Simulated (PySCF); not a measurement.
C₃H₉AlO, SMILES [AlH2][O]C(C)C.

The structure is a stationary point at PBE0-D3(BJ)/def2-SVP. The structure was generated by enumeration; whether it is a known compound was not checked. One conformer was computed; it need not be the lowest.

Calculation: TDDFT-PBE/def2-SVPD (PySCF).

Vertical excitations. The molecule is in vacuum. State labels are in the subgroup Cs.

Computed UV-visible absorptions:
| state | symmetry | energy (eV) | λ (nm) | f | main pairs |
|---|---|---|---|---|---|
| S1 | A" | 4.70 | 264 | 0.001 | HOMO→LUMO 100 % |
| S2 | A' | 5.38 | 230 | 0.069 | HOMO−1→LUMO 96 % |
| S3 | A" | 5.76 | 215 | 0.001 | HOMO−2→LUMO 100 % |
| S4 | A' | 6.18 | 201 | 0.009 | HOMO→LUMO+1 92 % |
| S5 | A" | 6.50 | 191 | 0.044 | HOMO−1→LUMO+1 98 % |
| S6 | A' | 6.57 | 189 | 0.035 | HOMO→LUMO+2 90 % |
| S7 | A' | 6.81 | 182 | 0.004 | HOMO→LUMO+3 94 % |
| S8 | A" | 6.86 | 181 | 0.001 | HOMO−1→LUMO+2 97 % |
| S9 | A' | 6.93 | 179 | 0.001 | HOMO−3→LUMO 98 % |
| S10 | A" | 7.00 | 177 | 0.002 | HOMO−4→LUMO 91 % |
| T1 | A" | 4.48 | 277 | 0 | HOMO→LUMO 98 % |
| T2 | A' | 4.73 | 262 | 0 | HOMO−1→LUMO 99 % |
| T3 | A" | 5.37 | 231 | 0 | HOMO−2→LUMO 98 % |
| T4 | A' | 5.89 | 211 | 0 | HOMO→LUMO+1 94 % |
Triplets are in the Tamm–Dancoff approximation, which puts them higher than full response would, so one can lie above its singlet here.
